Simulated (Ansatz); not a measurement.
Basis-set extrapolation for `O[SiH2][Si](F)(Cl)Cl` (PBE0-D4/def2-TZVP geometry, frozen core, Ansatz 0.2.0). Multiplicity 1, RHF reference.

```csv
,def2-TZVPP,def2-QZVPP
HF,-1673.270719,-1673.323102
MP2 correlation,-1.096340,-1.200089
CCSD(T) correlation,-1.192127,not run
```

Energies in hartree. Use E(X) = E(∞) + A·exp(−7.88·√X) for Hartree–Fock and E(X) = E(∞) + B·X^(−2.97) for correlation, with X = 3 and 4, and add CCSD(T) minus MP2 of the smaller set to the MP2 limit.

Problem. What is the CCSD(T) energy at the basis-set limit?

Solution. HF limit: -1673.323102 + (-0.052383) × 0.13774 = -1673.33032. MP2 limit: -1.200089 + (-0.103749) × 0.74074 = -1.27694. Higher-order term: -1.192127 − (-1.096340) = -0.09579. Total: -1674.70305 hartree, 630.7 kJ/mol below CCSD(T)/def2-TZVPP.
